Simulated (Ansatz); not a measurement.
```yaml
crystal:
  periodic: [false, false, false]
  atoms:
    - {symbol: C, position_ang: [-0.153909, 1.230204, -0.784294]}
    - {symbol: O, position_ang: [-0.358504, 0.178558, 0.193918]}
    - {symbol: C, position_ang: [0.362077, 0.411425, 1.347388]}
    - {symbol: Ga, position_ang: [-0.307905, -1.794815, -0.570003]}
    - {symbol: H, position_ang: [-0.736701, 0.920328, -1.751501]}
    - {symbol: H, position_ang: [-0.423726, 2.144103, -0.416327]}
    - {symbol: H, position_ang: [0.940130, 1.133991, -1.100443]}
    - {symbol: H, position_ang: [0.077217, 1.377868, 1.810474]}
    - {symbol: H, position_ang: [1.441714, 0.358575, 1.202180]}
    - {symbol: H, position_ang: [0.081511, -0.399790, 2.076017]}
    - {symbol: H, position_ang: [-1.374605, -1.595348, -1.749617]}
    - {symbol: H, position_ang: [-0.805350, -2.538756, 0.759540]}
    - {symbol: H, position_ang: [1.214618, -1.805720, -0.898983]}
basis:
  gaussian: {orbitals: STO-3G, final_grid: {core_spheres: 5, valence_spheres: 4, degree: 11}}
total_charge: -1
magnetization: {spin_polarized: true, initial_magnetization: 1}
hamiltonian: {xc: {name: r2SCAN}, dispersion: d3bjatm}
output: {forces: true}
```

```sh
$ ansatz run in.yaml --threads 4 --pin off --events-out ev --progress --plain --max-ram 10444MiB
```

It prints (some lines left out):

```
Functional definition: r2SCAN
522 factors; integrals over basis functions are off by at most 7.9e-5 eV
mean field evaluation 1: about -54918.2339 eV, gradient 2.6e2 eV
mean field evaluation 2: about -55518.3422 eV, gradient 7.8e1 eV
mean field evaluation 4: about -55508.4683 eV, gradient 8.5e1 eV
mean field evaluation 8: about -55926.9797 eV, gradient 6.7e1 eV
mean field evaluation 16: about -55969.1684 eV, gradient 4.1e-1 eV
mean field -55969.23264001 eV, -2056.8313622121 hartree, gradient 5.4e-5 eV, S^2 0.776995; 6 other end points of the search recorded, 0 dependent functions left out
reference -55969.23265658 eV, -2056.8313628207 hartree; 31, 30 occupied and 11, 12 virtual orbitals, 522 factors
Total energy: -55969.29978066 eV, -2056.8338295854 hartree
Atom 0 at    -0.153909     1.230204    -0.784294 Å, force     2.201030    -1.885722    -6.325867 eV/Å
Atom 1 at    -0.358504     0.178558     0.193918 Å, force    -3.756928    -1.794627    -1.802560 eV/Å
Atom 2 at     0.362077     0.411425     1.347388 Å, force     1.526496     0.555569     5.775999 eV/Å
Atom 3 at    -0.307905    -1.794815    -0.570003 Å, force    -0.318864    -5.706778    -1.972169 eV/Å
Atom 4 at    -0.736701     0.920328    -1.751501 Å, force     0.663457     0.511128     2.405358 eV/Å
Atom 5 at    -0.423726     2.144103    -0.416327 Å, force    -0.838422     3.790872     1.210852 eV/Å
Atom 6 at     0.940130     1.133991    -1.100443 Å, force    -0.987013     0.784417     0.624123 eV/Å
Atom 7 at     0.077217     1.377868     1.810474 Å, force     0.333549     0.141422    -0.019432 eV/Å
Atom 8 at     1.441714     0.358575     1.202180 Å, force     0.879525     0.308904    -0.168913 eV/Å
Atom 9 at     0.081511    -0.399790     2.076017 Å, force     0.176329     0.450550    -0.770218 eV/Å
Atom 10 at    -1.374605    -1.595348    -1.749617 Å, force     2.219257     0.131007     2.658719 eV/Å
Atom 11 at    -0.805350    -2.538756     0.759540 Å, force     1.045385     2.048204    -2.537999 eV/Å
Atom 12 at     1.214618    -1.805720    -0.898983 Å, force    -3.143802     0.665055     0.922107 eV/Å
Dipole moment:     0.173721     1.209871     0.433207 e Å
```

Hardware: 4 threads of an Arm Neoverse V2 on a shared host. Wall time 3.3 s, peak host memory 0.47 GiB.
